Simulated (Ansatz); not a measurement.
C2H4N (SMILES [CH]=NC) moved off its minimum; all values from Ansatz (a quantum-chemistry and plane-wave program), cores frozen in correlated methods. Open shells are unrestricted.
(charge 0, multiplicity 2)
```xyz
7

C      1.12730    -0.22892    -0.26328
N      0.32129    -0.31817    -0.35842
C     -1.02162     0.31117     0.25879
H      1.77310     0.71695     0.40315
H     -1.63264     0.58045    -0.57273
H     -1.75146    -0.46147     0.78471
H     -0.93580     1.28205     0.72642
```

Forces at wB97M-V/def2-TZVPP (eV/Å):

| atom | Fx | Fy | Fz |
|---|---|---|---|
| C1 | 136.242 | 15.927 | 15.755 |
| N2 | -137.804 | -13.766 | -13.382 |
| C3 | -1.660 | -2.540 | -1.092 |
| H4 | -0.120 | -0.849 | -0.435 |
| H5 | -0.215 | -0.080 | -1.086 |
| H6 | 2.373 | 1.439 | -0.657 |
| H7 | 1.184 | -0.131 | 0.896 |

### Question
Give the forces (eV/Å), the total energy and the dipole at CCSD(T)/aug-cc-pVDZ.

### Answer

```csv
atom,Fx,Fy,Fz
C1,146.967,17.071,16.956
N2,-148.532,-14.790,-14.467
C3,-1.330,-3.043,-1.113
H4,-0.031,-0.859,-0.445
H5,-0.585,0.074,-1.623
H6,2.173,1.174,-0.471
H7,1.338,0.374,1.164
```
Energy -132.1697 hartree, dipole 3.15 D.
